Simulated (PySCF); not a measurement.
## Correlation energy of Kr (krypton, neutral)

[Kr], closed-shell 1S. Calculation: PySCF 2.14, in def2-QZVPPD; no relativity, point nucleus. Frozen: [Ne]; 26 electrons correlated.

MP2 pair energies summed by pair of shells (mhartree):

```json
{"pair": "3d-3d", "energy": "-316.98", "share (%)": "37.8"}
{"pair": "4p-4p", "energy": "-138.46", "share (%)": "16.5"}
{"pair": "3p-3d", "energy": "-108.86", "share (%)": "13.0"}
{"pair": "3d-4p", "energy": "-78.08", "share (%)": "9.3"}
{"pair": "4s-4p", "energy": "-47.99", "share (%)": "5.7"}
{"pair": "3p-3p", "energy": "-39.97", "share (%)": "4.8"}
{"pair": "3s-3d", "energy": "-34.24", "share (%)": "4.1"}
{"pair": "3d-4s", "energy": "-26.26", "share (%)": "3.1"}
{"pair": "3s-3p", "energy": "-13.36", "share (%)": "1.6"}
{"pair": "3p-4p", "energy": "-12.10", "share (%)": "1.4"}
{"pair": "4s-4s", "energy": "-8.35", "share (%)": "1.0"}
{"pair": "3p-4s", "energy": "-6.34", "share (%)": "0.8"}
{"pair": "3s-3s", "energy": "-3.18", "share (%)": "0.4"}
{"pair": "3s-4p", "energy": "-2.49", "share (%)": "0.3"}
{"pair": "3s-4s", "energy": "-1.03", "share (%)": "0.1"}
```

Total MP2 correlation energy: -837.69 mhartree.

Same-spin part -277.66 and opposite-spin part -560.03 mhartree; SCS-MP2 scales them by 1/3 and 6/5 to -764.59 mhartree.

This basis was not built for core-valence correlation, so the inner-shell part is incomplete.
